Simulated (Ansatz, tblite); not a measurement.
Forces on Li7H7⁺ at its PBE-D4/def2-TZVP geometry. Charge 1, multiplicity 2.

The xTB rows come from tblite. In the doublet, H12 and H13 lie 0.76 Å apart (atoms count from 1), so H2 has formed as a molecule. Another isomer (doublet) lies 0.20 eV lower at PBE0-D4/def2-TZVP; other spin states weren't run for this one.

GFN1-xTB (tblite), largest force 1.09 eV/Å:

```xyz
14
positions Å, forces eV/Å
Li    1.991   -1.495   -1.543   -0.166    0.074    0.152
Li    0.658   -0.506    0.347   -0.066   -0.087   -0.320
Li   -0.111    3.317   -0.228    0.072   -0.183    0.151
Li    2.550    1.583   -0.100   -0.259    0.002   -0.002
Li   -1.140   -1.998   -0.592   -0.057   -0.195    0.057
Li    0.680    2.321    1.924   -0.105    0.000   -0.352
Li   -1.681    0.922    1.145    0.216    0.089   -0.133
H    -1.233   -0.437    0.180   -0.052    0.114    0.138
H    -0.971    2.520    1.080   -0.161    0.006    0.185
H     0.576   -2.104   -0.768    0.049   -0.272   -0.032
H     1.495    2.903    0.352    0.226    0.069    0.071
H    -2.721   -3.312   -0.422   -0.718    0.797    0.211
H    -2.156   -3.791   -0.577    0.894   -0.565   -0.231
H     2.064    0.078   -0.798    0.126    0.151    0.104
```

GFN2-xTB (tblite), largest force 1.25 eV/Å:

```
Li -0.129 0.105 0.131
Li 0.071 0.095 0.344
Li 0.039 -0.052 0.078
Li -0.179 -0.005 0.210
Li 0.232 0.235 0.027
Li 0.144 -0.356 0.279
Li 0.269 0.076 0.088
H -0.197 0.136 -0.124
H -0.304 -0.046 -0.297
H 0.043 -0.251 -0.137
H 0.082 0.020 -0.405
H -0.982 0.734 0.255
H 0.886 -0.834 -0.244
H 0.025 0.142 -0.205
```

PBE-D4/def2-TZVP (Ansatz), largest force 0.00 eV/Å:

```
Li -0.001 -0.001 0.001
Li -0.001 0.003 -0.001
Li -0.001 0.000 -0.001
Li -0.003 0.000 -0.003
Li 0.001 0.000 0.000
Li 0.001 -0.001 0.002
Li 0.002 0.002 -0.002
H -0.001 -0.001 0.001
H 0.004 0.000 -0.001
H -0.001 0.004 0.003
H -0.002 0.000 0.001
H 0.002 -0.003 -0.001
H -0.001 0.001 -0.001
H 0.000 -0.002 0.001
```
